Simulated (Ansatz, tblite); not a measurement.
Forces on the cluster Te4Se⁻ at its PBE-D4/def2-SVPD geometry. Charge -1, multiplicity 2.

In the def2 sets Te takes a core potential; there is no spin–orbit coupling. The xTB rows come from tblite. The structure comes from a short search, and lower isomers may exist.

GFN1-xTB (tblite), largest force 1.30 eV/Å:

```xyz
5
positions Å, forces eV/Å
Se    1.898   -0.974   -1.109   -0.386    0.615    0.607
Te   -0.637    2.150   -0.030    0.406   -1.124    0.517
Te    1.902    1.007    0.394   -0.731   -0.337   -0.654
Te   -1.326   -2.106   -0.477    0.269    0.439    0.192
Te   -1.836   -0.077    1.222    0.443    0.408   -0.662
```

GFN2-xTB (tblite), largest force 1.45 eV/Å:

```
Se 0.076 0.361 0.136
Te 0.637 -1.211 0.493
Te -0.856 0.238 -0.296
Te -0.243 0.259 0.303
Te 0.386 0.354 -0.636
```

PBE-D4/def2-TZVPD (Ansatz), largest force 0.28 eV/Å:

```
Se -0.018 0.208 0.158
Te 0.086 -0.226 0.097
Te -0.172 -0.140 -0.175
Te -0.023 0.170 0.128
Te 0.127 -0.012 -0.208
```
